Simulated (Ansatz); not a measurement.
Species: BaCl (charge +1, singlet). 
Coordinates optimised at B3LYP-D3(BJ)/def2-TZVP (Ansatz, an electronic-structure program):
SMILES: [Cl][Ba+]
```xyz
2

Ba     0.0000     0.0000    -0.6046
Cl     0.0000     0.0000     1.9918
```
Charge +1, spin multiplicity 1.

Basis-set convergence of Hartree-Fock and CCSD correlation energies (hartree) with Ansatz. Valence correlation only, unless marked. Spin-orbit coupling is left out. The frozen core is the preceding noble-gas configuration, with the filled d and f shells of earlier blocks. The outer core of K, Ca and their heavier congeners is not correlated, a term that matters for these elements. Past Kr the def2 sets carry scalar-relativistic core potentials.

| basis | functions | E(HF) | E(corr, CCSD) |
|---|---|---|---|
| def2-SVP | 48 | -484.36267 | -0.15361 |
| def2-TZVPP | 82 | -484.54509 | -0.21749 |
| def2-QZVPP | 130 | -484.56179 | -0.23864 |

Extrapolating the two largest sets (X = 3 and 4) as X^-3: E(corr) = (64·(-0.23864) - 27·(-0.21749))/37 = -0.2541 Eh, an estimate of the basis-set limit. The largest set recovers 93.9 % of it, the smallest 60.5 %.
